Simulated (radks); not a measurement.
Values are calculated unless marked as measured or tabulated.
Q: The table gives one normalised radial function P(r) = r R(r) of Hg44+ in [Kr] (r in bohr). Level of theory: scalar-relativistic Kohn-Sham, PBE, spin-polarised, spherical densities, finite nucleus; Fermi nuclear charge, rms radius 5.4648 fm (a radial shooting solver on a logarithmic mesh with Libxc functionals).

r	P
0.0006267	0.0000
0.0007065	0.0000
0.0007966	0.0000
0.0008982	0.0000
0.001013	0.0000
0.001142	0.0001
0.001287	0.0001
0.001452	0.0001
0.001637	0.0001
0.001845	0.0002
0.002081	0.0003
0.002346	0.0003
0.002645	0.0005
0.002982	0.0007
0.003362	0.0009
0.003791	0.0013
0.00424	0.0017
0.004781	0.0023
0.00539	0.0032
0.006078	0.0045
0.006853	0.0061
0.007726	0.0084
0.008711	0.0115
0.009822	0.0157
0.01107	0.0214
0.01249	0.0291
0.01408	0.0394
0.01587	0.0531
0.0179	0.0711
0.02018	0.0948
0.02275	0.1254
0.02565	0.1647
0.02892	0.2143
0.03261	0.2760
0.03677	0.3514
0.04146	0.4415
0.04674	0.5463
0.0527	0.6643
0.05942	0.7916
0.067	0.9215
0.07554	1.0437
0.08517	1.1439
0.09603	1.2044
0.1083	1.2053
0.1221	1.1264
0.1376	0.9511
0.1552	0.6713
0.175	0.2916
0.1957	-0.1341
0.2207	-0.6296
0.2488	-1.1124
0.2805	-1.5205
0.3163	-1.7957
0.3566	-1.8973
0.4021	-1.8150
0.4533	-1.5763
0.5111	-1.2401
0.5763	-0.8792
0.6498	-0.5571
0.7326	-0.3117
0.826	-0.1518
0.9314	-0.0634
1.05	-0.0223
1.184	-0.0065

Which n and l does it have? It may be an empty orbital.

A: n = 4, l = 2: the number of nodes gives n - l - 1 = 1, the rise at small r (about r^(l+1), flatter next to the nucleus through relativity) gives l, and the extent must fit the shell. The curve is that of 4d. 4d (empty): eigenvalue -2131.7 eV, 1 radial node at r = 0.189 bohr, <r> = 0.368 bohr, 90 % of the charge inside 0.535 bohr.
